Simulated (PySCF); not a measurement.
C2H6N2Si.
SMILES with atom numbers: `[CH:1]#[C:2][SiH:3]([NH2:4])[NH2:5]` (hydrogens: H6 on C1; H7 on Si3; H8, H9 on N4; H10, H11 on N5)

Method used: PySCF, PBE0-D3(BJ)/def2-SVP geometry optimisation, gas phase.

**Question.** Give the optimised bond lengths and angles.

**Answer.** 
```tsv
bond	length (pm)
C1≡C2	121.8
C2–Si3	185.1
Si3–N4, Si3–N5	171.9
C1–H6	107.6
Si3–H7	149.5
N4–H8 and 3 like bonds	101.3
```

Bonds in one row agree within 1 pm and their mean is given. A selection of angles:
```tsv
angle	degrees
C2–C1–H6	179.9
C1–C2–Si3	178.5
C2–Si3–N4	116.4
C2–Si3–N5	103.9
C2–Si3–H7	106.2
N4–Si3–N5	108.2
N4–Si3–H7	104.4
N5–Si3–H7	118.3
Si3–N4–H8	120.0
H8–N4–H9	111.6
Si3–N5–H11	120.8
```

Si3 (SiH silicon) is distorted tetrahedral (angles from 103.9° to 118.3°). N4 (silicon-bound nitrogen) has angles 120.0°, 119.6° and 111.6°, sum 351.1°, 0.21 Å off the plane of its three neighbours.

Point group: C1 (no symmetry element, even within 0.4 Å). Whether it is a minimum is left open (no frequencies). The numbers are those of one conformer (C2–Si3–N4–H -59° and 85°, C2–Si3–N5–H -28° and -177°).
